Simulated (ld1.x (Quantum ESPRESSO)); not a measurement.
Mn (Z = 25), TM: configuration errors across variants

| Property | Result |
| --- | --- |
| Element | manganese |
| Generator | ld1.x (Quantum ESPRESSO) 7.5 |
| Type | norm-conserving Troullier–Martins (Kleinman–Bylander form) |
| Functional | PBE |
| Relativity | scalar-relativistic |
| Frozen core | [Ne] |
| Valence charge | 15 |
| Reference configuration | 3s2 3p6 3d4 4s0 4p0 (charge +3) |
| Partial waves | 3s (bound): rc 0.80 bohr; 3p (bound): rc 1.20 bohr; 3d (bound): rc 1.15 bohr |
| Local potential | the d channel |
| Core correction | Bessel-smoothed model core inside 0.50 bohr |

All-electron excitation energies from the reference (eV): (1) 3s2 3p6 3d5 4s2 4p0 -56.534; (2) 3s2 3p6 3d5 4s1 4p0 -48.118; (3) 3s2 3p6 3d5 4s0 4p0 -32.519; (4) 3s2 3p6 3d6 4s0 4p0 -49.721; (5) 3s2 3p6 3d5 4s0 4p2 -48.605; (6) 3s2 3p6 3d4 4s2 4p0 -43.347; (7) 3s2 3p6 3d3 4s0 4p0 50.762.

Tests that are not counted but printed errors over 1 eV. “all radii but the core radius scaled by about 0.77 (s 0.62, p 0.92, d 0.88 bohr)”: 3s2 3p6 3d5 4s2 4p0 (solver errors, printed error -2521 eV); 3s2 3p6 3d4 4s2 4p0 (solver errors, printed error -16.2 eV).

A true bound ghost makes a file unfit for plane-wave use even where its test errors are small: the radial tests pick states by their node count and pass the ghost by. Where a test does run into it, the solver fails or the error is huge.

Errors AE − PS in meV (a dash: test not solved or not reliable):

| change | (1) | (2) | (3) | (4) | (5) | (6) | (7) | bound ghosts |
| --- | --- | --- | --- | --- | --- | --- | --- | --- |
| base | +110 | +75 | -1.9 | -16 | -26 | +251 | +11 | none |
| all radii but the core radius scaled by about 0.77 (s 0.62, p 0.92, d 0.88 bohr) | – | +2207 | +3.0 | +4.2 | +18 | – | +12 | s |
| all radii but the core radius scaled by about 0.92 (s 0.74, p 1.10, d 1.06 bohr) | +226 | +152 | +0.1 | -7.2 | -6.0 | +456 | +9.5 | none |
| all radii but the core radius scaled by about 1.07 (s 0.86, p 1.28, d 1.22 bohr) | +26 | +19 | -4.6 | -28 | -58 | +120 | +14 | none |
| all radii but the core radius scaled by about 1.15 (s 0.92, p 1.38, d 1.32 bohr) | -72 | -46 | -8.4 | -45 | -106 | -19 | +19 | none |
| all radii but the core radius scaled by about 1.23 (s 0.98, p 1.48, d 1.42 bohr) | -151 | -95 | -12 | -68 | -175 | -95 | +28 | none |
| all radii but the core radius scaled by about 1.30 (s 1.04, p 1.56, d 1.50 bohr) | -197 | -122 | -16 | -87 | -241 | -114 | +36 | none |
| all radii but the core radius scaled by about 1.37 (s 1.10, p 1.64, d 1.58 bohr) | -174 | -100 | -19 | -108 | -321 | +21 | +48 | none |

Give the same row for: all radii but the core radius scaled by about 0.85 (s 0.68, p 1.02, d 0.98 bohr).

+505, +343, +1.5, -1.5, +7.2, +1015, +9.3; bound ghosts: none.
